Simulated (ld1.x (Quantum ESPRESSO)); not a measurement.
## What one change does to a pseudopotential (W (Z = 74), TM)

```
Element                 : tungsten
Generator               : ld1.x (Quantum ESPRESSO) 7.5
Type                    : norm-conserving Troullier–Martins (Kleinman–Bylander form)
Functional              : PBE
Relativity              : fully relativistic
Frozen core             : [Xe] 4f14
Valence charge          : 6
Reference configuration : 5d4 6s1 6p0 (charge +1)
Partial waves           : 6s (bound): rc 2.05 bohr; 6p (bound, empty): rc 2.65 bohr; 5d (bound): rc 2.35 bohr
Local potential         : all-electron potential smoothed inside 1.65 bohr (lloc = -1)
Core correction         : Bessel-smoothed model core inside 1.20 bohr
```

Open shells are filled in proportion to 2j + 1 (rel_dist='average').

Change: wave 6s (bound): rc 2.05 bohr becomes 6s (bound): rc 1.90 bohr.

Cutoffs: the cutoffs (Ry, on a coarse ladder) from which the occupation-weighted sum of valence levels, in a spherical-Bessel basis at the reference potential, stays within 10 and 1 mRy of its value at 400 Ry; they do not see the model core or the augmentation charge, which bear on the density cutoff. Errors are all-electron minus pseudo energies relative to the spin-unpolarised reference configuration.

Q: What does the change do?

A: The potential gets harder (30 Ry and 35 Ry → 30 Ry and 55 Ry); both files keep a bound ghost (p, s); of the 7 tests that both files solve, the error grows in 1 and shrinks in 1 by more than 15 % and 0.3 meV (median size 4.2 → 6.8 meV). A smaller radius makes the pseudo-wave follow the all-electron one further in, where it bends more sharply, so more plane waves are needed.

| quantity | base | changed |
| --- | --- | --- |
| cutoff, loose | 30 Ry | 30 Ry |
| cutoff, tight | 35 Ry | 55 Ry |
| loose cutoff by channel (10 mRy a level) | s 15 Ry, d 25 Ry | s 18 Ry, d 25 Ry |
| bound ghosts | s, p3/2, p1/2 | s, p3/2, p1/2 |
| error for 5d4 6s2 6p0, meV [ΔE -8.89 eV] | -4.1 | -4.0 |
| error for 5d4 6s0 6p0, meV [ΔE 15.68 eV] | -9.3 | -9.3 |
| error for 5d3 6s0 6p0, meV [ΔE 41.05 eV] | -136 | -151 |
| error for 5d4 6s1.5 6p0, meV [ΔE -5.25 eV] | -1.2 | -1.2 |
| error for 5d5 6s0 6p0, meV [ΔE 0.81 eV] | -46 | -38 |
| error for 5d4 6s1 6p1, meV [ΔE -4.43 eV] | -3.6 | -3.9 |
| error for 5d4 6s0 6p1, meV [ΔE 5.40 eV] | -4.2 | -6.8 |
| s: phases at 2.90 bohr within 0.05 rad from the reference energy up to (Ry; the scan ends near 5) | 1.4 | 1.9 |
| p1/2: phases at 2.90 bohr within 0.05 rad from the reference energy up to (Ry; the scan ends near 5) | 2.8 | 2.8 |
| p3/2: phases at 2.90 bohr within 0.05 rad from the reference energy up to (Ry; the scan ends near 5) | 2.1 | 2.1 |
| d3/2: phases at 2.90 bohr within 0.05 rad from the reference energy up to (Ry; the scan ends near 5) | to the end of the scan | to the end of the scan |
| d5/2: phases at 2.90 bohr within 0.05 rad from the reference energy up to (Ry; the scan ends near 5) | to the end of the scan | to the end of the scan |

Base: These tests converged, but a pseudo level misses the all-electron one widely, so the file describes the atom poorly there or has found another state: 5d3 6s0 6p0: empty 6p by 3.8 eV (a node warning on the way). A true bound ghost makes a file unfit for plane-wave use even where its test errors are small: the radial tests pick states by their node count and pass the ghost by.
